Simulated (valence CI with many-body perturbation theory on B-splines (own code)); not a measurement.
## Pm³⁹⁺: E2, M1 decay

Method: valence CI with perturbative core correlation (CI+MBPT): four valence electrons over a frozen Dirac-Fock core [Ar], a basis of 9 s, 9 p, 10 d, 8 f, 5 g, 3 h, 1 i functions for each j, with the one-electron correlation potential Σ1, the two-electron term Σ2, the three-electron term Σ3, Breit, model QED; selected CI, second order for the rest (own B-spline code, finite nucleus).

No measured spectrum was set against this ion. As an estimate, large intervals hold to a few tenths of a per cent, small ones and those within an open d or f shell to about a per cent. Only levels of the ground parity were solved; by the run's estimate the other parity begins above the list, which can be wrong where configurations are misplaced.

Lines 1 to 50 of 120 in falling wavelength, among levels below 1253300 cm⁻¹, chosen from the decays that carry over 1 % of a level's rate. Wavelengths and rates use the calculated energies. Electric multipoles are in the length gauge, E1 and E2 with the static RPA response of the core. Weak lines are less certain than strong ones. Lines between different terms over intervals too small for the method are left out, as are lines whose strength nearly cancels. The highest levels of a list are the least certain. Branching is blank where the lifetime is uncertain.

Levels are named by their leading jj configuration (3d3/2^4 stands for four electrons in 3d with j = 3/2), which in mixed levels can hold well under half, so a name can repeat and another be missing. Letters in brackets count levels of one name in rising energy.

```csv
λ vac (nm),Upper,Lower,Type,A (s⁻¹),Branch %
5634,(3d3/2^3 3d5/2) J=4,(3d3/2^3 3d5/2) J=2,E2,6.49e-11,
530.3,(3d3/2^2 3d5/2^2) J=6,(3d3/2^2 3d5/2^2) J=5,M1,5.53e+01,96.0
403.6,(3d3/2^3 3d5/2) J=3,(3d3/2^3 3d5/2) J=4,M1,1.75e+02,31.8
376.6,(3d3/2^3 3d5/2) J=3,(3d3/2^3 3d5/2) J=2,M1,3.74e+02,68.1
256.4,(3d3/2^2 3d5/2^2) J=2 [b],(3d3/2^2 3d5/2^2) J=1,M1,5.78e+02,1.1
132.6,(3d3/2^2 3d5/2^2) J=4 [b],(3d3/2^2 3d5/2^2) J=3 [a],M1,3.59e+03,
131.3,(3d3/2^3 3d5/2) J=2,(3d3/2^3 3d5/2) J=1,M1,1.14e+04,99.9
128.0,(3d3/2^2 3d5/2^2) J=1,(3d3/2^2 3d5/2^2) J=0 [a],M1,6.63e+03,2.9
110.7,(3d3/2^2 3d5/2^2) J=4 [b],(3d3/2^2 3d5/2^2) J=4 [a],M1,6.66e+02,
103.2,(3d3/2^2 3d5/2^2) J=2 [b],(3d3/2^2 3d5/2^2) J=2 [a],M1,5.58e+03,10.3
102.1,(3d3/2^2 3d5/2^2) J=2 [d],(3d3/2^2 3d5/2^2) J=2 [c],M1,5.85e+03,13.6
101.5,(3d3/2^2 3d5/2^2) J=4 [c],(3d3/2^2 3d5/2^2) J=3 [b],M1,3.15e+03,1.7
100.5,(3d3/2 3d5/2^3) J=3 [c],(3d3/2 3d5/2^3) J=2 [a],M1,7.81e+03,3.1
99.95,(3d3/2 3d5/2^3) J=3 [b],(3d3/2 3d5/2^3) J=3 [a],M1,4.96e+03,1.6
78.56,(3d3/2 3d5/2^3) J=1 [b],(3d3/2 3d5/2^3) J=0,M1,1.09e+04,2.7
75.70,(3d3/2 3d5/2^3) J=2 [b],(3d3/2 3d5/2^3) J=2 [a],M1,1.12e+04,3.5
67.49,(3d3/2^2 3d5/2^2) J=4 [a],(3d3/2^3 3d5/2) J=3,M1,1.86e+04,11.8
65.84,(3d3/2^2 3d5/2^2) J=4 [c],(3d3/2^2 3d5/2^2) J=5,M1,6.97e+03,3.7
65.28,(3d3/2^2 3d5/2^2) J=0 [b],(3d3/2 3d5/2^3) J=1 [a],M1,1.79e+04,10.4
62.69,(3d3/2 3d5/2^3) J=3 [a],(3d3/2^2 3d5/2^2) J=4 [b],M1,1.54e+04,3.2
62.15,(3d3/2 3d5/2^3) J=1 [b],(3d3/2 3d5/2^3) J=1 [a],M1,8.14e+03,2.0
61.33,(3d3/2^2 3d5/2^2) J=3 [a],(3d3/2^3 3d5/2) J=3,M1,9.47e+04,56.2
60.94,(3d3/2 3d5/2^3) J=2 [a],(3d3/2^2 3d5/2^2) J=2 [c],M1,2.62e+04,5.9
60.35,(3d3/2 3d5/2^3) J=3 [c],(3d3/2^2 3d5/2^2) J=2 [d],M1,7.80e+03,3.1
58.86,(3d3/2 3d5/2^3) J=1 [b],(3d3/2^2 3d5/2^2) J=2 [d],M1,6.85e+04,16.8
58.34,(3d3/2^2 3d5/2^2) J=2 [c],(3d3/2^2 3d5/2^2) J=2 [a],M1,1.23e+04,3.7
57.99,(3d3/2^2 3d5/2^2) J=2 [d],(3d3/2^2 3d5/2^2) J=2 [b],M1,1.06e+04,24.5
57.82,(3d3/2^2 3d5/2^2) J=4 [a],(3d3/2^3 3d5/2) J=4,M1,1.39e+05,88.2
57.05,(3d3/2 3d5/2^3) J=3 [b],(3d3/2^2 3d5/2^2) J=2 [c],M1,4.95e+03,1.6
56.80,(3d3/2^3 3d5/2) J=1,(3d3/2^4) J=0,M1,1.50e+05,100.0
56.36,(3d3/2^2 3d5/2^2) J=2 [d],(3d3/2^2 3d5/2^2) J=3 [b],M1,6.25e+03,14.5
56.22,(3d3/2^2 3d5/2^2) J=2 [a],(3d3/2^3 3d5/2) J=2,M1,6.29e+04,20.2
55.97,(3d3/2^2 3d5/2^2) J=4 [c],(3d3/2^2 3d5/2^2) J=3 [a],M1,9.71e+03,5.2
55.26,(3d3/2 3d5/2^3) J=3 [c],(3d3/2 3d5/2^3) J=4 [a],M1,2.93e+04,11.7
55.23,(3d5/2^4) J=4,(3d3/2 3d5/2^3) J=3 [b],M1,1.74e+04,2.5
55.11,(3d3/2 3d5/2^3) J=1 [a],(3d3/2^2 3d5/2^2) J=2 [b],M1,2.90e+04,4.5
52.83,(3d3/2 3d5/2^3) J=2 [b],(3d3/2 3d5/2^3) J=1 [a],M1,1.33e+04,4.2
52.74,(3d3/2^2 3d5/2^2) J=3 [a],(3d3/2^3 3d5/2) J=2,M1,7.34e+04,43.6
52.15,(3d3/2 3d5/2^3) J=5,(3d3/2^2 3d5/2^2) J=4 [b],M1,7.76e+04,33.6
51.66,(3d3/2^2 3d5/2^2) J=4 [c],(3d3/2^2 3d5/2^2) J=4 [a],M1,9.82e+04,52.4
50.43,(3d3/2 3d5/2^3) J=2 [b],(3d3/2^2 3d5/2^2) J=2 [d],M1,1.10e+04,3.5
46.59,(3d3/2^2 3d5/2^2) J=5,(3d3/2^3 3d5/2) J=4,M1,8.69e+04,99.2
46.39,(3d3/2 3d5/2^3) J=4 [a],(3d3/2^2 3d5/2^2) J=5,M1,1.60e+04,4.7
45.36,(3d3/2 3d5/2^3) J=1 [a],(3d3/2^2 3d5/2^2) J=1,M1,1.16e+05,17.9
45.26,(3d3/2 3d5/2^3) J=2 [b],(3d3/2 3d5/2^3) J=3 [a],M1,3.24e+04,10.2
45.14,(3d3/2 3d5/2^3) J=5,(3d3/2^2 3d5/2^2) J=6,M1,4.78e+04,20.7
43.66,(3d3/2 3d5/2^3) J=6,(3d3/2^2 3d5/2^2) J=6,M1,9.40e+04,46.1
42.83,(3d3/2^2 3d5/2^2) J=6,(3d3/2^3 3d5/2) J=4,E2,2.31e+00,4.0
42.77,(3d3/2^2 3d5/2^2) J=0 [a],(3d3/2^3 3d5/2) J=1,M1,5.17e+05,100.0
42.57,(3d3/2 3d5/2^3) J=3 [a],(3d3/2^2 3d5/2^2) J=3 [a],M1,1.85e+05,37.8
```
